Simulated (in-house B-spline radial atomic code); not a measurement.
How numerical settings move a run on neutral technetium, [Kr] 4d5 5s2. Computed with an all-electron radial atomic-structure program (B-spline basis): non-relativistic LDA VWN5, spherical fractional occupations, point nucleus.

Command:
```bash
python run_scf.py task.json out
```
Settings of the sound reference run:
```
Z                43
electrons        43
configuration    [Kr] 4d5 5s2
hamiltonian      nr
method           lda,vwn
spin_polarised   False
knot_spacing     0.22
spline_order     8
gauss_points     12
box_radius       50
max_iterations   70
damping          0.5
damped_steps     3
diis_vectors     10
tolerance        1e-08
start            Thomas-Fermi
```

Cost of the run: 0.28 s on 1 thread of Arm Neoverse N1, on a shared host.

It converges in 10 iterations to -4202.188857 hartree, with 5s at -4.99701 eV. The other runs change the listed settings, some to values that make no sense; their results aren't properties of the atom or ion. Radii are in bohr (the nuclear one in fm), a minus after a letter asks for a j subshell, and «unchanged» means within 1e-8 hartree. The run stops when the residual is below 10 × tolerance × max(1, Z/10), or a noise floor if that is larger, and the energy moves by less than 1e-8 × √|E| hartree; so very loose and very tight tolerances often act alike.

| changed settings | outcome |
| --- | --- |
| damped_steps = 0 | converged in 9 iterations, energy unchanged, 5s level +2.8e-06 eV |
| knot_spacing = 0.15, max_iterations = 60, damped_steps = 0, start = bare nucleus | converged in 12 iterations, energy -8.98e-08 hartree from the reference, 5s level +8.9e-06 eV |
| spline_order = 5, first_knot = 0.0698, max_iterations = 60, damped_steps = 0 | converged in 9 iterations, energy +1.31e+01 hartree from the reference, 5s level +7.4e-03 eV |
| max_iterations = 8 | not converged after 8 iterations, last residual 1.6e-04, last energy +1.53e-06 hartree from the reference |
| hamiltonian = dirac, method = hf, spin_polarised = True, nucleus = fermi, rms_radius = 4.41117, mass_number = 97, atomic_mass = 96.90636, speed_of_light = 137.036 | stopped with error: spin polarisation is not served with the Dirac Hamiltonian |
| box_radius = 10 | converged in 10 iterations, energy +5.45e-04 hartree from the reference, 5s level +3.6e-02 eV (the program warns: 5s reaches the box edge; 4d reaches the box edge) |
| electrons = 44, configuration = [Kr] 4d5 5s3, max_iterations = 50 | stopped with error: shell 5s holds at most 2 electrons |
| damped_steps = 30 | converged in 19 iterations, energy unchanged, 5s level +1.4e-05 eV |
| gauss_points = 6, max_iterations = 60, damping = 0.95, tolerance = 1e-10 | converged in 12 iterations, energy unchanged, 5s level +1.4e-06 eV |
| box_radius = 15 | converged in 10 iterations, energy +1.41e-06 hartree from the reference, 5s level +1.8e-04 eV (the program warns: 5s reaches the box edge) |
| first_knot = 0.000233, max_iterations = 50, damping = 0.95 | converged in 12 iterations, energy +5.05e-08 hartree from the reference, 5s level +1.4e-06 eV |
| box_radius = 2, first_knot = 0.00233, max_iterations = 100, damped_steps = 8 | converged in 12 iterations, energy +1.65e+01 hartree from the reference, 5s level +1.5e+02 eV (the program warns: 5s has a positive eigenvalue: unbound, held by the box; 4p has a positive eigenvalue: unbound, held by the box) |
| box_radius = 2 | converged in 8 iterations, energy +1.65e+01 hartree from the reference, 5s level +1.5e+02 eV (the program warns: 5s has a positive eigenvalue: unbound, held by the box; 4p has a positive eigenvalue: unbound, held by the box) |
| max_iterations = 12 | converged in 10 iterations, energy unchanged |
| max_iterations = 2 | not converged after 2 iterations, last residual 3.1e-01, last energy +4.83e+00 hartree from the reference |

What happens with max_iterations = 3?

Not converged after 3 iterations, last residual 7.2e-02, last energy +2.26e-01 hartree from the reference.

What happens with electrons = 46, configuration = [Kr] 4d5 5s2 6s3, max_iterations = 75?

Stopped with error: shell 6s holds at most 2 electrons.

What happens with damped_steps = 8?

Converged in 14 iterations, energy unchanged, 5s level -2.2e-06 eV.

What happens with box_radius = 5?

Converged in 9 iterations, energy +1.71e-01 hartree from the reference, 5s level +3.7e+00 eV (the program warns: 5s reaches the box edge; 4s reaches the box edge).
